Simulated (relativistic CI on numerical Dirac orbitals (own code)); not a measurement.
Sensitivity of the levels of Ta⁵⁰⁺ to α and to the nuclear radius

These numbers are calculated, not measured: Dirac-Coulomb-Breit CI, orbitals from a KLI potential per configuration, derivatives by finite differences, unscaled Slater integrals, QED left out (own radial code, finite nucleus).

CI space (outside the closed core [Ne]): 3s²3p⁶3d⁵, 3s²3p⁵3d⁶, 3s²3p⁴3d⁷, 3s3p⁶3d⁶, 3p⁶3d⁷, 3s3p⁵3d⁷, 3s²3p⁶3d⁴4s, 3s²3p⁶3d³4s². Levels of other configurations are missing.

With x = (α/α₀)² − 1 an excitation energy changes as ω = ω₀ + qx; K = 2q/ω₀ is the relative enhancement. Terms are leading LS components, so labels can repeat. The field-shift factor is F = δν/δ⟨r²⟩ for the transition from the lowest level.

Lowest level 3s²3p⁶3d⁵ ⁴P5/2.

```csv
Level,ω₀ (cm⁻¹),q (cm⁻¹),F (GHz/fm²)
3s²3p⁶3d⁵ ⁶S5/2,435007,538300,12.7
3s²3p⁶3d⁵ ⁴G7/2,531126,524100,12.7
3s²3p⁶3d⁵ ²H11/2,543524,513000,13.2
3s²3p⁶3d⁵ ⁴D3/2,544042,534900,12.4
3s²3p⁶3d⁵ ²G9/2,587386,528600,13.2
3s²3p⁶3d⁵ ²D5/2,615450,542400,13.2
3s²3p⁶3d⁵ ⁴P1/2,641740,571800,13.3
3s²3p⁶3d⁵ ²F7/2,653425,531800,12.8
3s²3p⁶3d⁵ ²D3/2,783601,585400,15
3s²3p⁶3d⁵ ⁶S5/2,956189,1.058e+06,24.7
3s²3p⁶3d⁵ ⁴D7/2,1027472,1.067e+06,25
3s²3p⁶3d⁵ ²I11/2,1032968,1.053e+06,25.7
3s²3p⁶3d⁵ ⁴G9/2,1048407,1.056e+06,25.2
```

At this charge energies of transitions that change n are usually good to better than 1 %, and those within a shell (Δn = 0) to a few per cent.

**Question.** Which transition from the lowest level has the largest |K|?

**Answer.** 3s²3p⁶3d⁵ ⁶S5/2 at 435007 cm⁻¹, K = 2.47.
